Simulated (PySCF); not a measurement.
Does the structure fit the spectrum?

A compound C₇H₁₁FOSi gives the data below (simulated from a calculation) and was assigned the structure `F[C@@H]1COC[Si@]12C=CCC2`.

¹³C{¹H} NMR (computed): δ 211.8 (C), 117.2 (C), 84.5 (C), 47.3 (CH), 35.3 (CH3), 11.7 (CH3), 5.7 (CH3).

¹H NMR (300 MHz, computed): δ 4.79 (m, 1H), 2.79 (m, 1H), 2.35 (s, 3H), 2.14 (s, 3H), 1.40 (d, 3H).

One averaged value for each set of equivalent atoms, non-relativistic, single conformer, gas phase. Shielding tensors at PBE0/pcSseg-1 (GIAO); geometry from GFN2-xTB; PySCF 2.14.

Referencing at the same level of theory: ¹H, ¹³C vs TMS.

Task: Compare with the shifts computed for the proposed structure, pairing carbons in order of shift.

Result: Mapped SMILES: `[F:1][C@@H:2]1[CH2:3][O:4][CH2:5][Si@:6]12[CH:7]=[CH:8][CH2:9][CH2:10]2`. Hydrogens are named by the atom that carries them.

| atom | computed for proposal | given list | difference |
| --- | --- | --- | --- |
| C8 | 166.8 | 211.8 | -45.0 |
| C7 | 130.9 | 117.2 | +13.7 |
| C2 | 92.5 | 84.5 | +8.0 |
| C3 | 76.6 | 47.3 | +29.3 |
| C5 | 62.1 | 35.3 | +26.8 |
| C9 | 36.7 | 11.7 | +25.0 |
| C10 | 8.3 | 5.7 | +2.6 |

The rms difference is 25.3 ppm and the largest -45.0 ppm at C8 (alkene CH). The carbon types in order of shift don't match either: CH, CH, CH, CH2, CH2, CH2, CH2 for the proposal against C, C, C, CH, CH3, CH3, CH3 in the data. The proposal doesn't fit.

Task: Which isomer fits?

Result: `CC#C[Si@@H](F)[C@H](C)C(C)=O`.

- Carbon types of the structure: 3 × C, 1 × CH, 3 × CH3, leaving 1 H on heteroatoms.
- δC 211.8: ketone carbonyl carbon; low-lying n→π* states of the double bond to the heteroatom give a large paramagnetic term (-278 ppm).
- δC 117.2, 84.5: alkyne carbon.
- δC 35.3: methyl carbon α to a carbonyl; the adjacent C=O deshields it moderately.
- δC 5.7: propargylic methyl carbon; aliphatic region, no heteroatom directly attached.

Other isomers checked: CO[Si@H]1CC(C2CC2)=C1F (rms 27.4 ppm); CC#C/C=C(\C)O[SiH2]CF (rms 28.1 ppm).

The data come from this structure; uniqueness wasn't tested.

Splittings by ¹⁹F in the carbon and heteronuclear signals aren't shown, as no couplings were computed. Shifts are as computed. Against solution values, carbons near 30 ppm lie about +3 ppm off and those near 130 ppm about +5 ppm. Of 1309 compounds with measured shifts, 239 miss one by over three times the rms of a fit or turn the order of signals round; such compounds aren't used in these exercises. Multiplicities follow the n + 1 count of equivalent neighbours, as no J values were calculated; m marks all less simple cases, F and P coupling included.
